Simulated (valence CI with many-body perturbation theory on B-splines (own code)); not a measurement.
## Hyperfine factors and g values of Cd XLIII

Computed by configuration interaction combined with many-body perturbation theory (CI+MBPT): four valence electrons over a frozen Dirac-Fock core [He], a basis of 11 s, 11 p, 10 d, 8 f, 5 g, 2 h functions for each j, with the one-electron correlation potential Σ1 (screened to all orders), the two-electron term Σ2, the three-electron term Σ3, Breit, model QED; selected single and double excitations, second order for the rest, scaled by the run's own slope (own B-spline code, finite nucleus).

No measured spectrum was set against this ion. As an estimate, large intervals hold to a few tenths of a per cent, small ones and those within an open d or f shell to about a per cent. Among the levels kept, up to 760 cm⁻¹ of a level comes from second order outside the variational space, and about a tenth of that is noise between levels of different J, which matters for small intervals.

A/g_I is the dipole constant over the nuclear g factor μ/I (μ in nuclear magnetons, uniformly magnetised nucleus), B/Q the quadrupole constant per barn. Both hold the static response of the core; the bare values leave it out. Large factors of s and p1/2 electrons are usually good to 5 to 10 %; those of open d and f shells near neutrality can be off by tens of per cent, and small factors of p3/2, d and f electrons come from cancelling terms and can be off by a factor of two or in sign, in half-filled shells by more. B is blank for J = 1/2, where it vanishes, and for nearly pure S terms. Energies count from the lowest level. Levels with J = 0 are left out.

Levels are named by their leading jj configuration (3d3/2^4 stands for four electrons in 3d with j = 3/2), which in mixed levels can hold well under half, so a name can repeat and another be missing. Letters in brackets count levels of one name in rising energy.

| Level | E (eV) | g | A/g_I (MHz) | A/g_I bare | B/Q (MHz/b) | B/Q bare |
| --- | --- | --- | --- | --- | --- | --- |
| (2s^2 2p1/2 2p3/2) J=1 | 193.4 | 1.488 | -63900 | -53800 | 197000 | 197000 |
| (2s^2 2p1/2 2p3/2) J=2 | 207.5 | 1.180 | 474000 | 477000 | 318000 | 319000 |
| (2s 2p1/2^2 2p3/2) J=2 | 349.1 | 1.624 | 1120000 | 1120000 | 309000 | 310000 |
| (2s 2p1/2^2 2p3/2) J=1 | 403.3 | 1.049 | -699000 | -676000 | 280000 | 280000 |
| (2s^2 2p3/2^2) J=2 | 411.3 | 1.290 | 215000 | 221000 | 74200 | 74300 |
| (2s 2p1/2 2p3/2^2) J=2 [a] | 532.5 | 1.518 | 850000 | 846000 | 207000 | 207000 |
| (2s 2p1/2 2p3/2^2) J=3 | 562.8 | 1.318 | 1030000 | 1020000 | -928 | -950 |
| (2s 2p1/2 2p3/2^2) J=1 [a] | 606.1 | 1.283 | -215000 | -199000 | -271000 | -272000 |
| (2s 2p1/2 2p3/2^2) J=2 [b] | 616.2 | 1.089 | 4040 | 16300 | -141000 | -141000 |
| (2s 2p1/2 2p3/2^2) J=1 [b] | 620.6 | 1.391 | 1760000 | 1750000 | 112000 | 112000 |
| (2p1/2^2 2p3/2^2) J=2 | 787.2 | 1.345 | 190000 | 202000 | 64400 | 64500 |
| (2s 2p3/2^3) J=2 | 790.2 | 1.378 | 1170000 | 1160000 | -379000 | -380000 |
| (2s 2p3/2^3) J=1 | 839.3 | 1.220 | -730000 | -703000 | -118000 | -118000 |
| (2p1/2 2p3/2^3) J=1 | 988.5 | 1.488 | -81100 | -63100 | -194000 | -195000 |
| (2p1/2 2p3/2^3) J=2 | 1003.7 | 1.126 | 477000 | 481000 | -455000 | -456000 |
| (2s^2 2p1/2 3s) J=1 | 3863.6 | 1.329 | 1230000 | 1220000 | -11100 | -11200 |
| (2s^2 2p1/2 3p1/2) J=1 | 3909.5 | 0.658 | 845000 | 839000 | -2570 | -2570 |
| (2s^2 2p1/2 3p3/2) J=1 | 3974.7 | 1.561 | 192000 | 191000 | 54800 | 54900 |
| (2s^2 2p1/2 3p3/2) J=2 | 3980.7 | 1.163 | 372000 | 371000 | 102000 | 102000 |
| (2s 2p1/2^2 3s) J=1 | 4006.7 | 2.067 | 2050000 | 2030000 | -2520 | -2530 |
| (2s^2 2p1/2 3d3/2) J=2 | 4021.4 | 0.756 | 355000 | 353000 | 27200 | 27500 |
| (2s^2 2p1/2 3d3/2) J=1 | 4036.4 | 0.883 | 7560 | 5970 | 8030 | 8140 |
| (2s^2 2p1/2 3d5/2) J=2 | 4046.9 | 1.284 | -176000 | -175000 | 27200 | 27500 |
| (2s^2 2p1/2 3d5/2) J=3 | 4049.7 | 1.108 | 229000 | 227000 | 10100 | 10400 |
| (2s 2p1/2^2 3p1/2) J=1 | 4055.8 | 1.415 | 1790000 | 1760000 | -5260 | -5250 |
| (2s^2 2p3/2 3s) J=2 | 4074.9 | 1.482 | 436000 | 437000 | 388000 | 389000 |
| (2s^2 2p3/2 3s) J=1 | 4079.7 | 1.146 | -7330 | 3510 | 208000 | 209000 |
| (2s 2p1/2^2 3p3/2) J=2 | 4120.8 | 1.562 | 987000 | 977000 | 102000 | 102000 |
| (2s 2p1/2^2 3p3/2) J=1 | 4125.2 | 1.078 | -861000 | -846000 | 53700 | 53800 |
| (2s^2 2p3/2 3p1/2) J=1 | 4131.7 | 1.443 | 183000 | 191000 | 196000 | 196000 |
| (2s^2 2p3/2 3p1/2) J=2 | 4134.4 | 1.185 | 262000 | 266000 | 372000 | 372000 |

**Question.** Take the isotope of mass number 113, with I = 1/2, μ = -0.6213 μN. What is the hyperfine structure of (2s^2 2p3/2^2) J=2?

**Answer.** From the table A = -268000 MHz. Shifts from the centre of gravity in MHz: F = 3/2: 402000, F = 5/2: -268000.
